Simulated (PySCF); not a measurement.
Gas-phase reaction: 2 InCl + 3 F₂ → 2 InF₃ + 2 Cl

Method: PySCF energies (xtb for GFN2) plus ideal-gas RRHO corrections (1 bar). † marks an energy on the PBE0/def2-TZVP geometry and frequencies; other levels use their own. MP2 and CCSD(T) freeze the core. Open shells (unrestricted): Cl (multiplicity 2, electronic degeneracy 6); the rest are closed-shell singlets. GFN2 has no spin-polarisation term. Spin-orbit splitting is ignored; it lowers the true energy and changes the entropy of Cl. In: scalar-relativistic def2 core potential, no spin-orbit coupling. MP2 isn't extrapolated to the basis-set limit; its ΔH°(298 K) is -1201.3 kJ in def2-SVP and -1120.7 kJ in def2-TZVPP. CCSD(T) isn't extrapolated to the basis-set limit; its ΔH°(298 K) is -1076.5 kJ in def2-SVP and -1067.5 kJ in def2-TZVPP. The harmonic model lacks anharmonicity and excited electronic states, which grow with temperature; levels with a mode under 35 cm⁻¹ are left out.

```tsv
level	ΔE electronic, kJ	ΔH°(298 K), kJ	ΔS°(298 K), J/K	ΔG°(1800 K), kJ
BLYP/def2-TZVP†	-949	-946	-146	-721
CCSD(T)/def2-SVP†	-1080	-1076	-146	-852
CCSD(T)/def2-TZVPP†	-1071	-1067	-146	-843
GFN2-xTB	-675	-672	-106	-522
MP2/def2-SVP†	-1204	-1201	-146	-977
MP2/def2-TZVPP†	-1124	-1121	-146	-896
PBE/def2-SVP	-880	-875	-142	-657
PBE/def2-TZVP†	-946	-943	-146	-719
PBE0/def2-SVP†	-962	-959	-146	-734
ωB97X-V/def2-TZVP†	-1086	-1083	-146	-859
```
ΔH° is lowest at MP2/def2-SVP† and highest at GFN2-xTB. No reference value is set beside these.
